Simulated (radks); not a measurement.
Results of a calculation; reference values are marked as such.
O+, 7 electrons, occupied as [He] 2s2 2p3. Code: a radial shooting solver on a logarithmic mesh with Libxc functionals. Model: Dirac Kohn-Sham, BLYP, spin-unpolarised, spherical densities, finite nucleus; open shells fill j = l - 1/2 first; Fermi nuclear charge, rms radius 2.6991 fm.

Radial electron density D(r) = 4 pi r^2 rho(r):

```
   r/bohr * D(r) (the largest magnitude, 8.56, reaches the edge; | marks zero)
 0.009513 | *
  0.01056 | *
  0.01162 |  *
  0.01289 |  *
  0.01431 |   *
  0.01587 |    *
  0.01761 |     *
  0.01954 |      *
  0.02169 |        *
  0.02406 |         *
   0.0267 |           *
  0.02963 |             *
  0.03261 |               *
  0.03618 |                  *
  0.04015 |                     *
  0.04455 |                        *
  0.04943 |                           *
  0.05485 |                               *
  0.06086 |                                   *
  0.06753 |                                       *
  0.07494 |                                          *
  0.08315 |                                              *
  0.09226 |                                                 *
   0.1016 |                                                   *
   0.1127 |                                                     *
    0.125 |                                                      *
   0.1387 |                                                      *
    0.154 |                                                    *
   0.1708 |                                                  *
   0.1895 |                                              *
   0.2103 |                                          *
   0.2334 |                                     *
    0.259 |                                *
    0.285 |                            *
   0.3163 |                        *
   0.3509 |                     *
   0.3894 |                   *
   0.4321 |                   *
   0.4794 |                   *
    0.532 |                     *
   0.5903 |                       *
    0.655 |                         *
   0.7268 |                           *
   0.8064 |                           *
   0.8877 |                           *
    0.985 |                         *
    1.093 |                       *
    1.213 |                    *
    1.346 |                *
    1.493 |            *
    1.657 |         *
    1.838 |      *
     2.04 |   *
    2.263 |  *
    2.491 | *
    2.765 |*
    3.068 *
    3.404 *
    3.777 *
    4.191 *
```

D(r) has 2 maxima, at r = 0.129, 0.813 bohr, and minima at 0.422 bohr, inside which lie 2.19 electrons.
